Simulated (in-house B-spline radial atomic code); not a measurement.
Radial electron density of the gold ion Au⁷⁺, [Xe] 4f14 5d4. All numbers are computed (scalar-relativistic (X2C) HSE06, spin-polarised, spherical fractional occupations, exact exchange averaged over the configuration; Fermi nucleus of rms radius 5.4371 fm) with a radial B-spline atomic code at the basis-set limit, not measured.

One-electron X2C: radii and densities carry no picture-change correction, so inner-shell <1/r> comes out high (for 1s by about 2 % at Z = 33, 5 % at 54, 10 % at 75, 30 % at 118) and <r> low.

Columns: r (bohr), 4πr²n(r) (electrons per bohr), bar.

```
0.000312     3.69 #
0.000384    4.895 #
0.000472    6.458 ##
0.000581    8.503 ###
0.000716    11.16 ###
0.000881    14.56 ####
 0.00108    18.79 ######
 0.00133    24.23 #######
 0.00164    31.01 #########
 0.00202    39.23 ############
 0.00249    49.02 ###############
 0.00307    60.28 ##################
 0.00377     72.4 ######################
 0.00464    85.06 ##########################
 0.00572    97.11 #############################
 0.00704    106.9 ################################
 0.00866    112.8 ##################################
  0.0107    113.7 ##################################
  0.0131    109.7 #################################
  0.0162    102.4 ###############################
  0.0199    96.79 #############################
  0.0245    98.14 #############################
  0.0301    109.7 #################################
  0.0371    128.9 #######################################
  0.0457    145.2 ############################################
  0.0562    146.5 ############################################
  0.0692    131.6 ########################################
  0.0852    115.9 ###################################
   0.105      118 ###################################
   0.129    133.4 ########################################
   0.159    134.2 ########################################
   0.196    106.3 ################################
   0.241    78.27 ########################
   0.297    78.25 #######################
   0.365    89.17 ###########################
   0.449    79.47 ########################
   0.553    52.37 ################
   0.681    31.34 #########
   0.838    22.49 #######
    1.03    17.03 #####
    1.27    10.32 ###
    1.56    4.587 #
    1.92    1.418 
    2.37   0.2842 
    2.92  0.03461 
    3.59 0.002177 
    4.42 6.004e-05
```

On this grid the curve has 4 maxima, near 0.0107, 0.0562, 0.159, 0.365 bohr.

The 5p down radial function P(r) = rR(r), positive near the nucleus:

```csv
r (bohr),P
0.000472,0.001235
0.000716,0.002213
0.00108,0.004
0.00164,0.007421
0.00249,0.01392
0.00377,0.02605
0.00572,0.0485
0.00866,0.08765
0.0131,0.1502
0.0199,0.2351
0.0301,0.3083
0.0457,0.281
0.0692,0.0417
0.105,-0.3362
0.159,-0.3721
0.241,0.2535
0.365,0.625
0.553,-0.2132
0.838,-1.13
1.27,-0.8843
1.92,-0.2492
2.92,-0.01936
```
